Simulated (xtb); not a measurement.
Sn(H)2(Cl)(Me) (CH₅ClSn), SMILES [CH3][SnH2][Cl]. All values are semi-empirical tight-binding results from xtb (GFN2-xTB unless named), good for trends rather than for accurate numbers. Coordinates come from a GFN2-xTB optimisation.

For metal compounds this method's bond lengths and energies can be far off.

Q: Estimate the properties. (Estimate from the structure and the level; the computed values follow.)

A: 
The orbital gap is 5.15 eV, the zero-point energy is 29.9 kcal/mol and the G − E(el) at 298.15 K (modified RRHO) is 10.4 kcal/mol.
